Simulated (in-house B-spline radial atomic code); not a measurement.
The numbers below are computed, except where a source is named.
**I in an electron gas of r_s = 2.67: phase shifts, screening, friction and resistivity**

A nucleus sits in a uniform electron gas with a rigid positive background. The Kohn-Sham equations are solved self-consistently in the spin-unpolarised LDA (PW92), non-relativistic, on B-splines with outgoing waves at the boundary and partial waves to l = 8. The model has no lattice, no bands and no magnetic solution. Atomic units; δ_l are the phase shifts at the Fermi level, counted so that each bound state adds π, and good to about 0.0005.

The density parameter is r_s = 2.67 bohr, near that of the valence electrons of Cu (1 per atom, density 8.96 g/cm³, mass 63.55 u, which gives r_s = 2.67).

```csv
l,δ_l (rad)
0,14.0901
1,11.5006
2,6.8456
3,0.0568
4,0.0039
5,0.0006
6,0.0001
7,0.0002
8,0.0001
```

Bound levels below the band bottom (hartree): s -5.841, p -4.298, d -1.667, s -0.3572, p -0.05234 and deeper ones.

Problem. Check the Friedel sum rule, and say where the screening charge sits.

Solution. k_F = (9π/4)^(1/3)/r_s = 0.71879. The rule is Z = (2/π) Σ (2l + 1) δ_l. The terms are s 8.970, p 21.965, d 21.790, f 0.253 and 0.030 beyond, in all 53.008 against Z = 53. Bound states hold 10 s, 24 p, 20 d electrons, so the scattering states carry -0.99 in all; where a term is smaller than its bound count, the bound level has drawn weight out of the band.

Problem. Find the transport cross section and the electronic stopping of a 10 keV I ion (mass 126.9 u).

Solution. σ_tr = (4π/k_F²) Σ (l + 1) sin²(δ_l − δ_(l+1)). The terms for l = 0 to 3 are 0.2751, 1.9934, 0.7038, 0.0112, all together 2.9835, so σ_tr = 24.323 × 2.9835 = 72.567 bohr². With n = 3/(4π r_s³) = 0.01254, the friction coefficient is Q = n k_F σ_tr = 0.6542. For v well below v_F = 0.719, dE/dx = Q v; with 24801 eV per u at v = 1, v = √(10000/(24801 × 126.9)) = 0.0564, so dE/dx = 0.03688 hartree/bohr = 19 eV/nm. The largest term couples the p and d waves.

Problem. What residual resistivity would 1 atomic per cent of such centres give in Cu?

Solution. Δρ = k_F n_i σ_tr/n in atomic units of 21.74 μΩ·cm. With one host atom per 1 electron, n_i/n = 0.01/1, so Δρ = 0.7188 × 0.01000 × 72.567 × 21.74 = 11.34 μΩ·cm. This is an atom added to the gas, as on an interstitial site.

Problem. On a substitutional site the background of one host ion, a sphere holding 1 charge, is taken out. The phase shifts for l = 0 to 4 become 13.9786, 11.3476, 6.6592, 0.0472, 0.0039. What follows?

Solution. The Friedel sum is now 52.01, for Z − 1 = 52. The sum in σ_tr is 2.5581, so σ_tr = 62.22 bohr² and Δρ = 9.72 μΩ·cm per atomic per cent, 0.86 times the value above. A real host ion scatters too, so this model doesn't give zero even for the host's own atom.
